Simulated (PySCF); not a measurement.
InCl2, SMILES [Cl][In][Cl], multiplicity 2. Atoms are numbered in the order given.

```xyz
3

In     0.0000     0.0000     0.4964
Cl     0.0000     2.0201    -0.7155
Cl     0.0000    -2.0201    -0.7155
```
Charge 0, spin multiplicity 2.

The structure is a stationary point at r2SCAN-D4/def2-TZVP. The spin state was assumed, not searched. The isomer is the one that the SMILES or the coordinates give; other isomers of the formula were not compared. The def2 effective core potentials stand for the cores of In; spin–orbit coupling is left out.

Level of theory: PySCF with r2SCAN-D4/def2-TZVP.

Frequencies are harmonic and unscaled.

```json
[
 {"mode": "1", "ν (cm⁻¹)": "84", "IR (km/mol)": "5.2", "moving atoms (share of kinetic energy)": "Cl 77 %, In 23 %"},
 {"mode": "2", "ν (cm⁻¹)": "319", "IR (km/mol)": "17.4", "moving atoms (share of kinetic energy)": "Cl 85 %, In 15 %"},
 {"mode": "3", "ν (cm⁻¹)": "346", "IR (km/mol)": "76.6", "moving atoms (share of kinetic energy)": "Cl 69 %, In 31 %"}
]
```
